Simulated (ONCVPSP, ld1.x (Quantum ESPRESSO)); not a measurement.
# Potentials for S compared

Generated with ld1.x 7.5 (TM, RRKJ, ultrasoft, PAW), atompaw 4.2 or ONCVPSP 4.0.1. The cutoff is in Ry: for ld1.x and atompaw files where the sum of valence levels is converged to 10 mRy in a Bessel basis, for ONCV files where the hardest occupied wave has 1 mHa per electron of residual kinetic energy. The error is the largest all-electron minus pseudo excitation energy over each file’s own four to seven test configurations (ionisations up to +4, promotions, holes and added fractions of an electron), all of which were solved. The labels leave out finer settings (local radius, basis sizes, second energies), which also bear on the numbers. Spin-polarised tests are not counted. The rows are a selection from randomly drawn settings: files with unsolved tests, undetermined cutoffs or missed reference levels are left out.

A true bound ghost makes a file unfit for plane-wave use even where its test errors are small: the radial tests pick states by their node count and pass the ghost by.

```csv
potential,cutoff (Ry),largest error (meV),bound ghosts
"TM, LDA (PZ), non-relativistic, rc 1.05/1.10/0.95 (spd), local smoothed, core correction yes, reference 3s1.5 3p4.5",100,+138,none
"ONCV, PBEsol, scalar-relativistic, rc 0.80/0.80/0.90 (spd), local smoothed, core correction yes, reference 2s2 2p6 3s2 3p4, qcut 15.5/13.4/10, projectors 2/2/2",409,-631,none
"RRKJ, PBE, fully relativistic, rc 1.55/1.35/1.50 (spd), local s, core correction yes, reference 3s2 3p4",40,+230,none
"ONCV, LDA (Perdew-Wang 92), scalar-relativistic, rc 0.85/0.80/0.80 (spd), local d, core correction yes, reference 2s2 2p6 3s2 3p2, qcut 18.6/17/13.7, projectors 3/2/0",244,+11,none
"RRKJ, BLYP, scalar-relativistic, rc 1.20/1.10/0.95 (spd), local d, core correction yes, reference 3s1.5 3p4.5",90,+40,s
"ONCV, PBEsol, scalar-relativistic, rc 1.45/1.75 (sp), local smoothed, core correction yes, reference 3s2 3p4, qcut 5.3/4.4, projectors 1/2",25,+64,none
```

Problem. Fill in the row for S: ONCV, PBE, fully relativistic, rc 0.85/0.90/0.90 (spd), local smoothed, core correction no, reference 2s2 2p6 3s2 3p4, qcut 12.7/16.3/12.6, projectors 2/2/1.

Solution. cutoff 211 Ry, largest error -626 meV, bound ghosts: none.

Problem. Fill in the row for S: ONCV, PBEsol, fully relativistic, rc 0.65/0.90 (sp), local smoothed, core correction yes, reference 2s2 2p6 3s2 3p3.5, qcut 21/18.4, projectors 2/2.

Solution. cutoff 278 Ry, largest error -299 meV, bound ghosts: none.

Problem. Fill in the row for S: ONCV, PBE, scalar-relativistic, rc 0.75/0.65 (sp), local smoothed, core correction yes, reference 2s2 2p6 3s2 3p2, qcut 17/19.5, projectors 2/3.

Solution. cutoff 317 Ry, largest error +4.8 meV, bound ghosts: none.
